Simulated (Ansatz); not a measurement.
Consider the ligand exchange at the Si–N bond: `BN(CC)[SiH2]Cl` + `S[SiH](Cl)Cl` → `Cl[SiH2]S[SiH](Cl)Cl` + `BNCC`.

Gas-phase electronic energies from Ansatz, PBE0-D4/def2-TZVP geometries. CCSD(T)/CBS adds triple-zeta CCSD(T) − MP2 to the extrapolated MP2 energy (def2 sets, frozen cores). Functionals use def2-TZVPP. B3LYP here is the variant with VWN-RPA as its local correlation; programs differ in this. Each species was taken in one conformer, which may not be the lowest.

```
          level  ΔE (eV)
       B3LYP-D4    -0.21
 MP2/def2-TZVPP    -0.15
CCSD/def2-TZVPP    -0.10
   HF/CBS(def2)    -0.07
```

**Question.** What does CCSD(T)/CBS give? (Estimate.)

**Answer.** Ansatz gave: -0.17 eV. The listed levels differ from it by -0.04, 0.02, 0.07, 0.10 eV.

Largest T1 diagnostic among the species: 0.012.

In def2-TZVPP, CCSD(T) changes the Hartree–Fock value by −0.04 eV (the triples alone add −0.02 eV) and MP2 by −0.07 eV. From PBE to PBE0 (25 % exact exchange), in def2-TZVPP and without D4, ΔE moves by +0.03 eV.

CCSD(T)/CBS has its own doubt, a few kJ/mol and more with outer-core shells, so smaller differences from it don't rank the levels.
